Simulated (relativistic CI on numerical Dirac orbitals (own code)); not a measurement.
# Slater and spin-orbit integrals, Er42+

These numbers are calculated, not measured: Dirac-Coulomb-Breit CI, separate exchange-only KLI orbitals for each configuration, model QED, unscaled Slater integrals (own radial code, finite nucleus).

Slater integrals F^k, G^k are unscaled and averaged over j, outside the closed core [Ne]; ζ comes from projecting the Hamiltonian with its Breit term on Σ l·s of the shell.

- 3s2 3p6 3d8: F^2(3d,3d) = 524820, F^4(3d,3d) = 338370, ζ(3d) = 144520 cm⁻¹; <r>(3d) = 0.1939, <r^2>(3d) = 0.04369 (bohr units).
- 3s2 3p5 3d9: ζ(3p) = 1.1082e+06, F^2(3p,3d) = 458810, G^1(3p,3d) = 495420, G^3(3p,3d) = 328510, ζ(3d) = 143240 cm⁻¹; <r>(3p) = 0.2156, <r^2>(3p) = 0.05381, <r>(3d) = 0.1941, <r^2>(3d) = 0.04382 (bohr units).
- 3s2 3p4 3d10: F^2(3p,3p) = 456080, ζ(3p) = 1.1075e+06 cm⁻¹; <r>(3p) = 0.2158, <r^2>(3p) = 0.05391 (bohr units).

Give the Racah parameters of the d shell in 3s2 3p6 3d8.

B = F²/49 − 5F⁴/441 = 6874 cm⁻¹ and C = 35F⁴/441 = 26855 cm⁻¹.

Averages of the first 10 configurations, taken without configuration mixing, which lowers the lowest level and can move excited configurations by several eV; other configurations of the list can lie among them:

```json
{"Configuration": "3s2 3p6 3d8", "Parity": "even", "States": "45", "Average energy above the lowest level (eV)": "41.8"}
{"Configuration": "3s2 3p5 3d9", "Parity": "odd", "States": "60", "Average energy above the lowest level (eV)": "467.6"}
{"Configuration": "3s2 3p4 3d10", "Parity": "even", "States": "15", "Average energy above the lowest level (eV)": "900.7"}
{"Configuration": "3s 3p6 3d9", "Parity": "even", "States": "20", "Average energy above the lowest level (eV)": "811.3"}
{"Configuration": "3p6 3d10", "Parity": "even", "States": "1", "Average energy above the lowest level (eV)": "1590.5"}
{"Configuration": "3s 3p5 3d10", "Parity": "odd", "States": "12", "Average energy above the lowest level (eV)": "1235.6"}
{"Configuration": "3s2 3p6 3d7 4s", "Parity": "even", "States": "240", "Average energy above the lowest level (eV)": "1386.2"}
{"Configuration": "3s2 3p6 3d7 4p", "Parity": "odd", "States": "720", "Average energy above the lowest level (eV)": "1514.7"}
{"Configuration": "3s2 3p4 3d9 4s", "Parity": "even", "States": "300", "Average energy above the lowest level (eV)": "2228.2"}
{"Configuration": "3s2 3p6 3d7 4d", "Parity": "even", "States": "1200", "Average energy above the lowest level (eV)": "1672.3"}
```
